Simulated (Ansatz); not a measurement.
A run on CH$_{3}$ClS$_{2}$W, SMILES `[CH3][W](=[S])(=[S])[Cl]` with other settings.

```yaml
crystal:
  periodic: [false, false, false]
  atoms:
    - {symbol: C, position_ang: [-0.908619, -0.200237, 0.648218]}
    - {symbol: W, position_ang: [0.764534, 0.173566, -0.545171]}
    - {symbol: S, position_ang: [2.336113, -0.856614, 0.421181]}
    - {symbol: S, position_ang: [0.311718, -0.759064, -2.386399]}
    - {symbol: Cl, position_ang: [1.112288, 2.389767, -0.718950]}
    - {symbol: H, position_ang: [-0.723334, 0.232167, 1.637416]}
    - {symbol: H, position_ang: [-1.119818, -1.264603, 0.761798]}
    - {symbol: H, position_ang: [-1.772872, 0.285017, 0.181887]}
basis:
  gaussian: {orbitals: def2-TZVPD}
total_charge: -1
magnetization: {spin_polarized: true, initial_magnetization: 1}
hamiltonian: {xc: {name: B3LYP5}, pseudopotentials: {relativity: scalar}}
accuracy: high
```

```sh
$ ansatz run in.yaml --threads 4 --pin off --events-out ev --progress --plain --max-ram 10444MiB
```

Shortened log:

```
Functional definition: B3LYP5
3938 factors; integrals over basis functions are off by at most 3.8e-9 eV
mean field evaluation 1: about -37187.6757 eV, gradient 3.8e1 eV
mean field evaluation 2: about -37151.2178 eV, gradient 1.0e2 eV
mean field evaluation 4: about -37193.9912 eV, gradient 1.1e1 eV
mean field evaluation 8: about -37194.7021 eV, gradient 7.2e-1 eV
mean field evaluation 16: about -37194.7060 eV, gradient 6.0e-3 eV
mean field evaluation 32: about -37194.7060 eV, gradient 1.3e-5 eV
mean field -37194.70599567 eV, -1366.8802338637 hartree, gradient 6.9e-8 eV, S^2 0.755142; 4 other end points of the search recorded, 0 dependent functions left out
reference -37194.70603553 eV, -1366.8802353284 hartree; 37, 36 occupied and 208, 209 virtual orbitals, 3938 factors
Total energy: -37194.70603553 eV, -1366.8802353284 hartree
Relativity: scalar
```

It took 50 s on 4 threads of an Arm Neoverse V2 on a shared host, with 2.2 GiB of host memory at the peak.
